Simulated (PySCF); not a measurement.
B₃H₇N₃, SMILES N1B[NH2+]BNB1, charge +1.

Geometry optimised at B3LYP-D3(BJ)/def2-SVP. The isomer is the one that the SMILES or the coordinates give; other isomers of the formula were not compared.

Method: HF/def2-TZVP in PySCF.

Isolated molecule, no solvent.

Problem. Estimate the frontier levels, gap, dipole moment and polarisability. (An estimate is asked for; the answer gives what the named calculation found.)

Solution. 
The highest occupied level is -16.69 eV and the lowest empty level comes out as -2.16 eV. The orbital gap is 14.53 eV, the dipole moment about the centre of nuclear charge is 3.11 D and the mean static polarisability is 50.2 bohr³ (7.44 Å³). The polarisability, principal values is 36.5, 54.4, 59.7 bohr³.
